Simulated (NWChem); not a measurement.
CH₄F₂OSi; SMILES C[Si](O)(F)F

```xyz
9

C      0.3851    -1.7947     0.0023
Si    -0.0121     0.0100    -0.0005
O     -1.6414     0.2093    -0.0084
F      0.6386     0.7517    -1.2704
F      0.6265     0.7546     1.2737
H     -0.0342    -2.2816     0.8889
H      1.4679    -1.9576     0.0023
H     -0.0343    -2.2832    -0.8834
H     -1.9849     1.1137    -0.0094
```
Atoms are numbered in this order, from 1.

Computed with NWChem. Pople sets run with spherical d functions. All runs use the structure optimised with B3LYP/6-31G* (spherical d). Level: B3LYP/6-31G* with SMD (1 M gas to 1 M solution), gas-phase geometry. Reactions with the solvent are ignored.

For solvent water:

- solvation free energy (kcal/mol): -4.3
- cavity-dispersion-structure term (kcal/mol): 3.7

Task: How do the values read with solvent toluene instead?

Result: 
| Item | Result |
|---|---|
| solvation free energy (kcal/mol) | -3.2 |
| cavity-dispersion-structure term (kcal/mol) | -0.4 |
